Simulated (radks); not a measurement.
Problem. Valence configurations of Rh (all share [Kr]). Method: Dirac Kohn-Sham, PBE, spin-unpolarised, spherical densities, point nucleus; open shells fill j = l - 1/2 first; computed with a radial shooting solver on a logarithmic mesh with Libxc functionals. Order these by energy: 4d8 5s1; 4d9; 4d7.5 5s1.5; 4d8 5p1; 4d6.5 5s1.5 5p1; 4d8.5 5s0.5; 4d6 5s1 5p2; 4d7 5s1 5p1; 4d6 5s2 5p1; 4d7 5s2.

Solution. From the lowest, in eV above it: 4d9 0.000; 4d8.5 5s0.5 0.198; 4d8 5s1 0.742; 4d7.5 5s1.5 1.672; 4d7 5s2 3.025; 4d8 5p1 4.251; 4d7 5s1 5p1 7.037; 4d6.5 5s1.5 5p1 9.097; 4d6 5s2 5p1 11.642; 4d6 5s1 5p2 16.350. NIST lists [Kr] 4d8 5s1 as the ground configuration; this level of theory puts 4d9 lower, by 0.742 eV. The energies are those of spherical spin-averaged densities, not of single terms.
